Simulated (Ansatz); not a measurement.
`C[SiH](F)Cl` + H–F → `C[SiH](F)F` + HCl at 700 K and 1 bar (ligand exchange at the Si–Cl bond).

Program: Ansatz. Geometries: PBE0-D4/def2-TZVP. ΔE: electronic, gas phase. CBS: MP2 limit from def2 TZ/QZ plus the TZ coupled-cluster correction, frozen cores. This one scheme is used for every species.

| species | CCSD(T)/CBS energy (Eh) | H − E (kJ/mol) | S (J/(mol·K)) |
| --- | --- | --- | --- |
| `C[SiH](F)Cl` | -889.24457 | 194.0 | 410.2 |
| H–F | -100.39570 | 45.2 | 198.5 |
| `C[SiH](F)F` | -529.27654 | 195.3 | 396.3 |
| HCl | -460.38127 | 38.4 | 211.8 |

H − E and S are ideal-gas, rigid-rotor, harmonic terms from PBE0-D4/def2-TZVP, for one conformer and one mirror image of each species. 1 Eh = 2625.50 kJ/mol, R = 8.31446 J/(mol·K).

Question: By hand: ΔE, ΔH, ΔS and ΔG.

Answer: ΔE = (-529.27654) + (-460.38127) − (-889.24457) − (-100.39570) = -0.01754 Eh = -46.1 kJ/mol. Δ(H − E) = 195.3 + 38.4 − 194.0 − 45.2 = -5.5, so ΔH = -51.6 kJ/mol. ΔS = 396.3 + 211.8 − 410.2 − 198.5 = -0.6 J/(mol·K). ΔG = -51.6 − 700 × (-0.6)/1000 = -51.2 kJ/mol.

Question: By hand: the equilibrium constant, and the temperature at which ΔG would vanish if ΔH and ΔS stayed fixed.

Answer: log₁₀ K = −ΔG/(RT ln 10) = 3.8. ΔG = 0 at ΔH/ΔS = 86000 K, far beyond where these terms or the molecules hold.

The number of gas molecules stays the same, so ΔS is small and ΔH decides. A doubt of 5 kJ/mol in ΔE shifts log₁₀ K by 0.4 here. Other conformers and mirror images would add mixing entropy, several J/(mol·K) or more a flexible species. These are equilibria of isolated gas molecules and say nothing of rates. Largest T1 diagnostic: 0.011 (customary marks: 0.02 for closed shells, 0.045 for open ones).
